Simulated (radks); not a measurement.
Species: the tellurium ion Te2+. Configuration: [Kr] 4d10 5s2 5p2.

All-electron calculation, scalar-relativistic Kohn-Sham, LDA (Slater exchange, Perdew-Wang correlation), spin-polarised, spherical densities, point nucleus; open shells are filled with parallel spins first (spin-orbit coupling, left out, can overturn this in heavy ions). Program: a radial shooting solver on a logarithmic mesh with Libxc functionals.

Energy parts (hartree):
total: -6787.84367
kinetic: 7110.37363
electron-nucleus: -16390.54451
Hartree: 2661.61217
exchange-correlation: -169.28497

Orbitals (lengths in bohr, moments of r in powers of bohr; <r^-3> diverges for s and p1/2; r(max) is where P^2 peaks; r(90%) holds 90 % of the orbital's charge):
\begin{tabular}{lrrrrr}
orbital & occ. & eigenvalue (hartree) & <r^-3> & r(90%) & r(max) \\ \hline
1s up & 1 & -1161.764 & - & 0.0500 & 0.01795 \\
1s down & 1 & -1161.761 & - & 0.0500 & 0.01795 \\
2s up & 1 & -178.8008 & - & 0.185 & 0.1015 \\
2s down & 1 & -178.7994 & - & 0.185 & 0.1015 \\
2p up & 3 & -160.6747 & 5390 & 0.171 & 0.08124 \\
2p down & 3 & -160.6725 & 5390 & 0.171 & 0.08124 \\
3s up & 1 & -36.13872 & - & 0.474 & 0.2930 \\
3s down & 1 & -36.13627 & - & 0.474 & 0.2930 \\
3p up & 3 & -30.24598 & 1019 & 0.481 & 0.2865 \\
3p down & 3 & -30.24330 & 1019 & 0.481 & 0.2865 \\
3d up & 5 & -21.30958 & 140.5 & 0.467 & 0.2376 \\
3d down & 5 & -21.30708 & 140.5 & 0.467 & 0.2376 \\
4s up & 1 & -6.74321 & - & 1.10 & 0.7005 \\
4s down & 1 & -6.73781 & - & 1.10 & 0.7006 \\
4p up & 3 & -4.91285 & 196.0 & 1.20 & 0.7374 \\
4p down & 3 & -4.90671 & 196.1 & 1.20 & 0.7374 \\
4d up & 5 & -2.24753 & 19.70 & 1.49 & 0.8105 \\
4d down & 5 & -2.23679 & 19.83 & 1.48 & 0.8101 \\
5s up & 1 & -1.23685 & - & 2.85 & 1.753 \\
5s down & 1 & -1.18451 & - & 2.85 & 1.740 \\
5p up & 2 & -0.85232 & 22.11 & 3.39 & 2.038 \\
5p down & 0 & -0.79785 & 22.11 & 3.43 & 2.029 \\
\end{tabular}

The highest occupied level is 5p up at -23.193 eV. The density falls to 0.001 e/bohr^3 at r = 3.91 bohr. Spin moment in Bohr magnetons: 2. Summed over all electrons, <r^2> = 39.97 bohr^2, which gives a Langevin (diamagnetic) susceptibility term of -31.7 x 10^-6 cm^3/mol.
